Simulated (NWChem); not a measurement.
Species: C₃H₂ClF; SMILES C=C=C(F)Cl

```xyz
7

C      0.5872     2.4048     0.0000
C      0.1123     1.1876     0.0000
C     -0.3498    -0.0301     0.0000
F     -1.6555    -0.3333     0.0000
Cl     0.6526    -1.4562     0.0000
H      0.7941     2.9393    -0.9267
H      0.7941     2.9393     0.9267
```
Atoms are numbered in this order, from 1.

Level: B3LYP/6-31G* (spherical d) (NWChem), optimised geometry, unscaled harmonic frequencies. 

```json
[
 {"frequency (cm⁻¹)": "165", "IR intensity (km/mol)": "0.2"},
 {"frequency (cm⁻¹)": "247", "IR intensity (km/mol)": "1.9"},
 {"frequency (cm⁻¹)": "376", "IR intensity (km/mol)": "3.9"},
 {"frequency (cm⁻¹)": "493", "IR intensity (km/mol)": "1.6"},
 {"frequency (cm⁻¹)": "528", "IR intensity (km/mol)": "4.8"},
 {"frequency (cm⁻¹)": "620", "IR intensity (km/mol)": "0.6"},
 {"frequency (cm⁻¹)": "672", "IR intensity (km/mol)": "51.6"},
 {"frequency (cm⁻¹)": "941", "IR intensity (km/mol)": "31.3"},
 {"frequency (cm⁻¹)": "1042", "IR intensity (km/mol)": "0.1"},
 {"frequency (cm⁻¹)": "1080", "IR intensity (km/mol)": "217.8"},
 {"frequency (cm⁻¹)": "1324", "IR intensity (km/mol)": "124.5"},
 {"frequency (cm⁻¹)": "1517", "IR intensity (km/mol)": "37.3"},
 {"frequency (cm⁻¹)": "2103", "IR intensity (km/mol)": "75.8"},
 {"frequency (cm⁻¹)": "3134", "IR intensity (km/mol)": "8.9"},
 {"frequency (cm⁻¹)": "3204", "IR intensity (km/mol)": "3.4"}
]
```

| Quantity | Result |
|---|---|
| zero-point energy | 24.9 kcal/mol |
| thermal correction to the enthalpy at 298.15 K (with zero-point energy) | 28.7 kcal/mol |
| heat capacity Cv | 16.7 cal/(mol K) |
| entropy at 298.15 K and 1 atm (symmetry number 1) | 73.6 cal/(mol K) |
| dipole moment | 2.00 D |

Rigid rotor and harmonic oscillator.
